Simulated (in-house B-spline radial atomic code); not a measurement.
**Ionising P IV (P3+) with different functionals**

Computed with a radial B-spline atomic code at the basis-set limit: scalar-relativistic (spin-free X2C) Hamiltonian, Fermi nucleus of rms radius 3.1889 fm, spin-polarised at highest spin, spherical fractional occupations for the functionals, the average over the highest-spin determinants for Hartree-Fock. The ionisation energy is the difference of two self-consistent energies, [Ne] 3s2 → [Ne] 3s1, without Breit or QED terms; ε is the level of the shell that loses the electron (its least bound occupied spin orbital).

| method | rung | ΔSCF (eV) | -ε(3s) (eV) |
| --- | --- | --- | --- |
| Hartree-Fock | Hartree-Fock | 49.80 | 50.00 |
| HF fractional | Hartree-Fock | ? | ? |
| LDA VWN5 | LDA | 51.53 | 45.74 |
| LDA PW92 | LDA | 51.53 | 45.74 |
| LDA exchange-only | LDA | 49.79 | 44.34 |
| PBE | GGA | 51.40 | 45.61 |
| PBEsol | GGA | 51.19 | 45.55 |
| BLYP | GGA | 51.50 | 45.58 |
| RPBE | GGA | 51.34 | 45.52 |
| PW91 | GGA | 51.48 | 45.70 |
| BP86 | GGA | 51.45 | 45.76 |
| AM05 | GGA | 51.09 | 45.50 |
| OLYP | GGA | ? | ? |
| TPSS | meta-GGA | 51.15 | 45.68 |
| r2SCAN | meta-GGA | 50.75 | 45.81 |
| revTPSS | meta-GGA | 51.08 | 45.72 |
| PBE0 | global hybrid | 51.23 | 46.95 |
| B3LYP | global hybrid | 51.55 | 46.82 |
| TPSSh | global hybrid | 51.12 | 46.21 |
| BHandHLYP | global hybrid | 51.26 | 48.24 |
| r2SCAN0 | global hybrid | 50.79 | 47.08 |
| B97-1 | global hybrid | 51.53 | 46.67 |
| HSE06 | range-separated hybrid | 51.24 | 46.58 |
| wB97X | range-separated hybrid | 51.00 | 49.58 |
| CAM-B3LYP | range-separated hybrid | 51.56 | 48.56 |
| LC-wPBE | range-separated hybrid | 51.28 | 50.08 |

Task: What does HF fractional give?

Result: ΔSCF 49.80 eV, and -ε(3s) = 50.00 eV.

Task: What does OLYP give?

Result: ΔSCF 51.17 eV, and -ε(3s) = 45.38 eV.

Task: Among the functionals, which spreads more, the ΔSCF values or the orbital energies?

Result: The orbital energies: ΔSCF values span about 1.77 eV and the orbital energies 5.74 eV.

Task: How do they compare with the NIST value?

Result: NIST lists 51.444 eV (measured, ground level to ground level). Errors run from -1.65 to +0.12 eV; BP86 is closest (+0.01 eV), but part of that can be cancellation, since the calculations leave out Breit-QED terms, the near-degeneracy of s² and p². Hartree-Fock also lacks correlation.
